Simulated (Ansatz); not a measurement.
Stepwise reaction of `N[SiH](N)N` with hydrogen chloride, as a gas-phase model of exchange steps in deposition or etching. ΔE in kJ/mol; ΔG adds harmonic PBE0-D4 terms to CCSD(T)/CBS, at 1 bar.

Computed with Ansatz on PBE0-D4/def2-TZVP structures; ΔE is electronic, products minus reactants. CCSD(T)/CBS adds triple-zeta CCSD(T) − MP2 to the extrapolated MP2 energy (def2 sets, frozen cores). This one scheme is used for every species. DFT in def2-TZVPP. B3LYP here is the variant with VWN-RPA as its local correlation; programs differ in this. One conformer a species, not always the lowest.

```csv
step,reaction,PBE-D4,B3LYP-D4,ωB97M-V,CCSD(T)/CBS,ΔG(400 K)
1,`N[SiH](N)N` + HCl → `N[SiH](N)Cl` + NH₃,-54.5,-51.1,-51.5,-50.5,-45.3
2,`N[SiH](N)Cl` + HCl → `N[SiH](Cl)Cl` + NH₃,-36.4,-31.7,-32.6,-31.8,-28.3
3,`N[SiH](Cl)Cl` + HCl → `Cl[SiH](Cl)Cl` + NH₃,-33.7,-28.6,-29.4,-29.7,-17.9
```

(1) By hand: ΔE of the 3 steps together at CCSD(T)/CBS.

## Answers

(1) (-50.5) + (-31.8) + (-29.7) = -112.0 kJ/mol, or -37.3 kJ/mol a step.

In ΔE each step is higher than the one before. All are downhill at CCSD(T)/CBS. ΔG lies between -45.3 and -17.9 kJ/mol a step. PBE-D4 differs from CCSD(T)/CBS by -4.6 to -4.0 kJ/mol a step. Isolated molecules leave out the surface, adducts and barriers. Largest T1 diagnostic: 0.010.
